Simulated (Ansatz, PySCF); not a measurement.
Noncovalent pair: H2O (SMILES O) (first 3 atoms) with PH3 (SMILES P); geometry from B3LYP-D3(BJ)/def2-TZVP.
(charge 0, multiplicity 1):
```
atom    x (Å)    y (Å)    z (Å)
----  -------  -------  -------
O      0.2632  -0.0779  -0.5425
H      0.1242   0.0001   0.4118
H      1.1449   0.2748  -0.6984
P     -0.4624   0.1411   2.9231
H      0.1734  -0.5760   3.9656
H     -0.5898   1.3364   3.6715
H     -1.7599  -0.3281   3.2395
```

Interaction energies are E(AB) − E(A) − E(B) at the monomers' geometry in the complex; basis-set methods are counterpoise corrected.

Correlated levels freeze the cores.

The values were computed with Ansatz (Gaussian orbitals); PySCF for the dispersion terms. 

**Question.** Estimate the interaction energy that CAM-B3LYP/def2-TZVPPD returns for this input.

**Answer.** -10 kJ/mol

**Question.** Estimate the interaction energy that SCS-MP2/aug-cc-pV(D+d)Z returns for this input.

**Answer.** -7 kJ/mol

**Question.** What is the computed interaction energy (PBE-D4/def2-TZVPPD)?

**Answer.** -14 kJ/mol

Ansatz is a program for electronic structure.
